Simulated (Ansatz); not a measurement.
Reaction (redistribution): `BB1BO1` + `FBBF` → `B1BO1` + `BB(F)BF`

Isolated molecules relaxed with PBE0-D4/def2-TZVP in Ansatz; ΔE leaves out vibrations. CBS: MP2 limit from def2 TZ/QZ plus the TZ coupled-cluster correction, frozen cores. This one scheme is used for every species. DFT in def2-TZVPP. Each species was taken in one conformer, which may not be the lowest.

| level | ΔE (kJ/mol) | difference from CCSD(T)/CBS |
| --- | --- | --- |
| revPBE-D4 | 30.8 | 5.5 |
| BLYP-D4 | 31.3 | 6.0 |
| B97M-V | 32.1 | 6.8 |
| r2SCANh-D4 | 29.9 | 4.6 |
| BHLYP-D4 | 26.0 | 0.7 |
| CAM-B3LYP-D4 | 26.0 | 0.7 |
| ωB97X-V | 23.6 | -1.7 |
| PBE | 32.4 | 7.1 |
| r2SCAN | 31.2 | 5.9 |
| PBE0 | 28.8 | 3.5 |
| r2SCANh | 30.1 | 4.8 |
| r2SCAN0 | 28.6 | 3.3 |
| BHLYP | 26.5 | 1.2 |
| MP2/def2-SVP | 26.7 | 1.4 |
| CCSD(T)/def2-TZVPP | 25.6 | 0.3 |
| HF/def2-QZVPP | 23.8 | -1.5 |
| CCSD(T)/CBS | 25.3 | 0 |

Largest T1 diagnostic among the species: 0.017.

From BLYP to BHLYP (50 % exact exchange), in def2-TZVPP and without D4, ΔE moves by −5.7 kJ/mol. Leaving LDA and LC-ωPBE aside and taking each functional with its dispersion term where it has one, the values spread over 8.4 kJ/mol, from ωB97X-V to B97M-V.
